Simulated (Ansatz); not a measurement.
`C[O][Ge][S]C` + `BBN` → `CBBN` + `C[O][Ge][SH]`  (formal exchange of groups at a C–S bond)

Program: Ansatz. Geometries: PBE0-D4/def2-TZVP. ΔE: electronic, gas phase. CBS: MP2 limit from def2 TZ/QZ plus the TZ coupled-cluster correction, frozen cores. Functionals use def2-TZVPP. For Ge outer-core shells are correlated without core-valence functions, which leaves a few kJ/mol of doubt a bond. Scalar relativity is left out up to krypton. One conformer a species, not always the lowest.

```json
{"level": "B97M-V", "ΔE (kJ/mol)": "-62.4", "difference from CCSD(T)/CBS": "-6.5"}
{"level": "r2SCANh-D4", "ΔE (kJ/mol)": "-59.0", "difference from CCSD(T)/CBS": "-3.1"}
{"level": "BHLYP-D4", "ΔE (kJ/mol)": "-56.3", "difference from CCSD(T)/CBS": "-0.4"}
{"level": "ωB97X-V", "ΔE (kJ/mol)": "-56.2", "difference from CCSD(T)/CBS": "-0.3"}
{"level": "revPBE", "ΔE (kJ/mol)": "-57.8", "difference from CCSD(T)/CBS": "-1.9"}
{"level": "r2SCAN", "ΔE (kJ/mol)": "-59.1", "difference from CCSD(T)/CBS": "-3.2"}
{"level": "r2SCAN0", "ΔE (kJ/mol)": "-59.4", "difference from CCSD(T)/CBS": "-3.5"}
{"level": "BHLYP", "ΔE (kJ/mol)": "-58.0", "difference from CCSD(T)/CBS": "-2.1"}
{"level": "MP2/def2-SVP", "ΔE (kJ/mol)": "-59.7", "difference from CCSD(T)/CBS": "-3.8"}
{"level": "CCSD(T)/def2-TZVPP", "ΔE (kJ/mol)": "-56.2", "difference from CCSD(T)/CBS": "-0.3"}
{"level": "CCSD(T)/CBS", "ΔE (kJ/mol)": "-55.9", "difference from CCSD(T)/CBS": "0"}
```

(1) What do rigid-rotor, harmonic-oscillator terms from PBE0-D4/def2-TZVP frequencies (298.15 K, 1 bar) make of the CCSD(T)/CBS value? (An estimate is asked.)

Largest T1 diagnostic among the species: 0.015.

Answers

(1) Ansatz gave: ΔZPE = -2.6 kJ/mol, ΔH = -58.9 kJ/mol, ΔS = 1 J/(mol·K), ΔG = -59.2 kJ/mol.

At CCSD(T), def2-SVP lies −4.2 kJ/mol from the extrapolated value and def2-TZVPP −0.3 kJ/mol. Leaving LDA and LC-ωPBE aside and taking each functional with its dispersion term where it has one, the values, not all of them listed here, spread over 6.8 kJ/mol, from B97M-V to BLYP-D4. LDA lies −4.9 kJ/mol from PBE without D4.
